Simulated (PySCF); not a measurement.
Compound: BH6PSn.
Bonds: B1–P2, P2–Sn3. Hydrogens: H4, H5 on B1; H6 on P2; H7, H8, H9 on Sn3.

The calculation used PBE0-D3(BJ)/def2-SVP geometry optimisation, gas phase, def2 core potentials past Kr in PySCF.

**Question.** How far are the bound atoms from Sn3?

**Answer.** 4 atoms: H8 1.709 Å, H9 1.713 Å, H7 1.714 Å, P2 2.503 Å. The nearest atom not counted as bound is H6, at 3.14 Å.

**Question.** List the angles at Sn3.

**Answer.** 
| angle | degrees | distance of the outer atoms (Å) |
| --- | --- | --- |
| P2–Sn3–H7 | 112.0 | 3.52 |
| H8–Sn3–H9 | 111.0 | 2.82 |
| H7–Sn3–H8 | 110.5 | 2.81 |
| H7–Sn3–H9 | 109.6 | 2.80 |
| P2–Sn3–H9 | 107.4 | 3.43 |
| P2–Sn3–H8 | 106.3 | 3.40 |

**Question.** What is the shape at Sn3?

**Answer.** Tetrahedral: angles from 106.3° to 112.0°; τ4 = (360° − α − β)/141° = 0.97 with α and β the two widest (0 for a square, 1 for a tetrahedron).

**Question.** What are the other bond lengths?

**Answer.** B1–P2 1.859 Å; B1–H4, B1–H5 1.208 Å; P2–H6 1.422 Å.

**Question.** Give some angles away from the centre.

**Answer.** B1–P2–Sn3 103.0°.

**Question.** What are the rotational constants (commonest isotopes, rigid rotor)?

**Answer.** A = 12522, B = 1966, C = 1780 MHz: a near-prolate asymmetric top.

Charge 0, singlet. Whether it is a minimum is left open (no frequencies).

One conformer stands for the species.
